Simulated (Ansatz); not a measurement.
Ansatz (a first-principles code) input:

Ansatz 0.2 input:
```yaml
crystal:
  periodic: [false, false, false]
  atoms:
    - {symbol: Ge, position_ang: [1.15501481, -0.40159227, -0.12991688]}
    - {symbol: O, position_ang: [1.48082589, 0.07183168, -1.69342625]}
    - {symbol: Br, position_ang: [-1.39448804, 0.35075140, 0.50585001]}
basis:
  gaussian:
    orbitals: 6-31G*
total_charge: -1
magnetization: {spin_polarized: false}
correlation: {method: ccsd_t, electrons: outside_noble_gas}
```

Q: What final total energy does it print?

A: -4722.55362 Eh (CCSD(T)/6-31G*).
